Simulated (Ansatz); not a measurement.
CH₄ClNOSi (`NC(=O)[SiH2]Cl`). Charge 0, multiplicity 1.

```
atom   x (Å)   y (Å)   z (Å)
  N1   1.048   0.836   0.799
  C2   0.380  -0.321   0.638
  O3   0.519  -1.299   1.350
 Si4  -0.885  -0.524  -0.776
 Cl5  -1.022   1.201  -1.908
  H6   1.713   0.926   1.552
  H7   0.894   1.612   0.180
  H8  -0.436  -1.626  -1.652
  H9  -2.209  -0.804  -0.183
```

(1) Give the diagnostics of a CCSD(T)/def2-TZVPP run (frozen core, Ansatz 0.2.0). (Estimate.)

## Answers

(1) The calculation gave: T1 = 0.0149, largest single amplitude 0.044, largest double 0.043, (T) share of the correlation energy 4.2 %, 10 CCSD cycles. The RHF solution is stable towards an unrestricted one. T1 lies under the customary mark of 0.02 for closed shells.
